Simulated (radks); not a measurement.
Au LVIII, 22 electrons, occupied as [Ar] 3d4. Calculated with a radial shooting solver on a logarithmic mesh with Libxc functionals: Dirac Kohn-Sham, BP86, spin-unpolarised, spherical densities, point nucleus; open shells fill j = l - 1/2 first. Some entries of the table are withheld. Estimate them.

orbital  occ.  eigenvalue (hartree)  <1/r> (bohr^-1)  <r^2> (bohr^2)
1s1/2       2             -3108.863            95.85       0.0003929
2s1/2       2             -663.6326              (1)        0.005863
2p1/2       2             -643.2055            23.60             (2)
2p3/2       4             -574.9782            19.25             (3)
3s1/2       2             -249.6473            9.162         0.03498
3p1/2       2             -241.3801              (4)         0.03148
3p3/2       4             -224.4447              (5)         0.03658
3d3/2       4             -212.2333              (6)             (7)
3d5/2       0             -208.4151              (8)             (9)

Answer. 
(1) 2s1/2 <1/r> (bohr^-1): 23.69
(2) 2p1/2 <r^2> (bohr^2): 0.004146
(3) 2p3/2 <r^2> (bohr^2): 0.005300
(4) 3p1/2 <1/r> (bohr^-1): 9.072
(5) 3p3/2 <1/r> (bohr^-1): 7.920
(6) 3d3/2 <1/r> (bohr^-1): 7.790
(7) 3d3/2 <r^2> (bohr^2): 0.02714
(8) 3d5/2 <1/r> (bohr^-1): 7.528
(9) 3d5/2 <r^2> (bohr^2): 0.02849
